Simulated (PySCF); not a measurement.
**How methods differ on the ionisation energy of Pb²⁺**

Pb²⁺ [Xe] 4f14 5d10 6s2 (1S) → Pb³⁺ [Xe] 4f14 5d10 6s1 (2S), as a difference of total energies. All numbers are calculated (PySCF 2.14, the spin-free X2C one-electron Hamiltonian (Gaussian nucleus), in aug-cc-pwCVTZ-DK3 (11s10p8d5f1g, 125 functions)). Correlated levels: valence: [Xe] 4f14 5d10 frozen; valence and next inner shell: [Kr] 4d10 4f14 frozen. The calculations carry no spin-orbit coupling.

Order these methods by the ionisation energy they give, lowest first.
A. UHF
B. MP2 (valence)
C. LDA
D. r2SCAN

A (29.771 eV), B (30.358 eV), D (31.874 eV), C (32.592 eV).

Errors of the correlated levels include the incompleteness of this basis and the frozen core.

For comparison: 31.937 eV (measured; NIST Atomic Spectra Database, ionization energies).
